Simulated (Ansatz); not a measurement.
Program: Ansatz 0.2.0.

A structure relaxed at PBE0-D4/def2-TZVP, charge 0, multiplicity 1:

Cartesian coordinates in Å:
```
O 1.7210 -0.6613 -0.6536
C 0.6168 -0.1786 -0.6273
C -0.2158 0.0170 0.5463
C 0.2469 -0.3656 1.7461
O -0.3804 -0.2598 2.9097
C -0.0305 0.2987 -1.9510
F -1.1802 -0.3571 -2.1675
F -0.3245 1.6054 -1.8787
F 0.7617 0.1058 -2.9872
H -1.1955 0.4679 0.4307
H 1.2293 -0.8156 1.8435
H -1.2488 0.1433 2.7892
```

**Question.** Give its formula and SMILES.

**Answer.** C4H3F3O2, `O=C(/C=C/O)C(F)(F)F`.

**Question.** Point group (tolerance 0.08 Å, 0.16 Å for H)?

**Answer.** Cs.

**Question.** Summarise the bond lengths by kind.

**Answer.** 2 × C–O 1.205 to 1.326 Å; 3 × C–C 1.342 to 1.549 Å; 2 × C–H 1.085 Å; 1 × H–O 0.965 Å; 3 × C–F 1.319 to 1.341 Å.
